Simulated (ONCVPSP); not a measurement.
# Logarithmic derivatives: Pm, ONCV

promethium (Pm), optimised norm-conserving Vanderbilt (ONCV), made with ONCVPSP 4.0.1 (PBEsol, scalar-relativistic). Core [Kr] 4d10 5s2, reference 4f4 5p6 5d1 6s2. Waves: 6s: rc 3.85 bohr, ncon 4, nbas 8, qcut 2.1 1/bohr, 1 projector; 5p: rc 1.70 bohr, ncon 4, nbas 8, qcut 5.4 1/bohr, 3 projectors, debl 1.3 Ha; 5d: rc 2.70 bohr, ncon 3, nbas 6, qcut 3.4 1/bohr, 1 projector; 4f: rc 1.50 bohr, ncon 4, nbas 8, qcut 13.2 1/bohr, 2 projectors, debl 1.1 Ha. Local part: polynomial inside 0.95 bohr (lpopt 5, dvloc0 0 Ha). Core correction: none.

The phase is arctan(r·R′/R) of the radial function R(r), unwrapped; energies in Ha, scanned from -2 to 5 Ha. A pole is an energy at which the radial function vanishes at the test radius. The pseudo phase is shifted by a multiple of π to meet the all-electron one at the reference energy, and phase errors are pseudo minus all-electron; the curves can meet again beyond the range given. Levels narrower than the energy grid can be missing from the lists of poles. Where the grid stepped over a known ghost or core level, its pole and its step of π were put in at the level’s energy. n/a: not evaluated, since a narrow level or a reset projector energy made the automatic matching unsafe.

```json
{"channel": "s", "radius (bohr)": "3.92", "reference energy (Ha)": "-0.15", "poles, all-electron": "-1.66, 0.30, 2.33", "poles, pseudo": "0.27, 1.28, 3.45", "unbroken range about the reference energy with phases within 0.05 rad": "-1.6 to 0.4", "phase error 1 Ha above the reference energy (rad)": "-2.375"}
{"channel": "p", "radius (bohr)": "1.73", "reference energy (Ha)": "-0.93", "poles, all-electron": "1.06", "poles, pseudo": "1.06", "unbroken range about the reference energy with phases within 0.05 rad": "n/a", "phase error 1 Ha above the reference energy (rad)": "n/a"}
{"channel": "d", "radius (bohr)": "2.73", "reference energy (Ha)": "-0.10", "poles, all-electron": "0.42, 3.77", "poles, pseudo": "0.42, 1.82, 4.57", "unbroken range about the reference energy with phases within 0.05 rad": "below 1.2", "phase error 1 Ha above the reference energy (rad)": "-0.005"}
{"channel": "f", "radius (bohr)": "1.52", "reference energy (Ha)": "-0.28", "poles, all-electron": "0.18", "poles, pseudo": "0.18", "unbroken range about the reference energy with phases within 0.05 rad": "the whole range", "phase error 1 Ha above the reference energy (rad)": "+0.000"}
```

Note: ghosts flagged at negative energy: s at -481.9 eV, s at -101.5 eV; GHOST(+) flagged for d at 47.6 eV, p at 98.1 eV. A true bound ghost makes a file unfit for plane-wave use.

Phases in the d channel:

```csv
E (Ha),all-electron,pseudo
-1.98,1.331,1.331
-1.62,1.293,1.293
-1.26,1.231,1.231
-0.90,1.106,1.106
-0.54,0.711,0.712
-0.18,-0.811,-0.811
0.18,-1.429,-1.429
0.54,-1.621,-1.621
0.90,-1.766,-1.772
1.26,-2.005,-2.093
1.62,-2.887,-4.221
1.98,-4.146,-4.989
2.34,-4.453,-6.890
2.70,-4.568,-7.531
3.06,-4.632,-7.676
3.42,-4.677,-7.745
3.78,-4.713,-7.789
4.14,-4.747,-7.822
4.50,-4.785,-7.849
4.86,-4.834,-7.875
```
